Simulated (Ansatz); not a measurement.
Molecule: GeHCl₂, charge 0, multiplicity 2. SMILES: [Cl][GeH][Cl]
Coordinates optimised at B3LYP-D3(BJ)/def2-TZVP (Ansatz, an electronic-structure program):
```xyz
4

Ge    -0.0828     0.5378     0.3317
Cl     1.8280    -0.3165    -0.2602
Cl    -1.6624    -0.7210    -0.4752
H     -0.1658     0.4271     1.8880
```
Charge 0, spin multiplicity 2.

Wanted: size of the dipole moment, in D. Conventions: UHF or UKS for open shells; no dispersion term unless named; spin-orbit terms left out; LANL2DZ with its own core potentials from Na on; six Cartesian d functions in 6-31G* and its kin unless marked 5d; non-relativistic. First-principles rows: single points at B3LYP-D3(BJ) geometries (Ansatz).

```tsv
level	program	size of the dipole moment (D)
PBE/STO-3G	Ansatz	2.23
PBE/3-21G	Ansatz	2.49
PBE/LANL2DZ	Ansatz	2.46
PBE/6-31G*	Ansatz	1.87
PBE/def2-SVP	Ansatz	1.59
PBE/6-31G* with LANL2DZ past Ar	Ansatz	2.11
```

No value to compare with is used here. The 6 habitual levels span 1.59 (PBE/def2-SVP) to 2.49 D (PBE/3-21G).

The sets are all those run for this method; runs whose electronic state is in doubt are left out.
